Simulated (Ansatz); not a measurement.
`C#C[TeH]`. The species carries charge 0 and has multiplicity 1. Te takes the def2 core potential.

```xyz
5

C    -1.345    0.290    0.173
C    -0.142    0.220    0.168
Te    1.875    0.223    0.257
H    -2.408    0.342    0.169
H     2.020   -1.075   -0.767
```

Problem. What are the harmonic wavenumbers in cm⁻¹ at PBE0-D4/def2-TZVP (Ansatz, finite differences of forces, unscaled)? (Best estimate.)

Solution. Ansatz gave: 232, 286, 502, 621, 715, 731, 2136, 2153, 3472.

Problem. Is this a minimum?

Solution. Yes, all 9 modes are real.

Problem. Give the ideal-gas thermochemistry at 298.15 K and 1 bar (rigid rotor, harmonic oscillator; point group Cs, symmetry number 1).

Solution. Zero-point energy 64.9 kJ/mol; H(298) − E = 78.8 kJ/mol; entropy 287.7 J/(mol·K), of which translation 171.6, rotation 95.2, vibration 20.9; G(298) − E = -7.0 kJ/mol.

Problem. And at 400, 500, 600, 800 and 1000 K?

Solution. 
```
T (K)  H − E (kJ/mol)  S (J/mol/K)  G − E (kJ/mol)
  400            85.7        307.5           -37.3
  500            93.0        323.8           -68.9
  600           100.8        338.0          -102.0
  800           117.3        361.7          -172.0
 1000           134.9        381.3          -246.4
```
